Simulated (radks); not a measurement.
Charge is removed step by step from the 1s down level of neutral beryllium, starting from 1s(up 1, down 1) 2s2. All-electron calculation, non-relativistic Kohn-Sham, PBE, spin-polarised, spherical densities, point nucleus. Program: a radial shooting solver on a logarithmic mesh with Libxc functionals.

| removed (e) | E - E(0) (eV) | eigenvalue (eV) | E minus straight line (eV) |
|---|---|---|---|
| 0 | 0.000 | -106.20 | 0.000 |
| 0.125 | 13.561 | -110.78 | -1.869 |
| 0.25 | 27.695 | -115.36 | -3.164 |
| 0.375 | 42.399 | -119.90 | -3.889 |
| 0.5 | 57.665 | -124.33 | -4.053 |
| 0.625 | 73.473 | -128.54 | -3.675 |
| 0.75 | 89.782 | -132.31 | -2.795 |
| 0.875 | 106.51 | -135.02 | -1.499 |
| 1 | 123.44 | -134.97 | 0.000 |

Removing the whole electron costs 123.44 eV by Delta-SCF, against 106.20 eV from minus the eigenvalue at the starting occupation. Slater's transition state (half an electron removed) gives 124.33 eV. Integrating minus the eigenvalue over the occupation (Janak's theorem) gives 123.42 eV. The mean slope of the eigenvalue, de/dn, is 28.8 eV per electron.
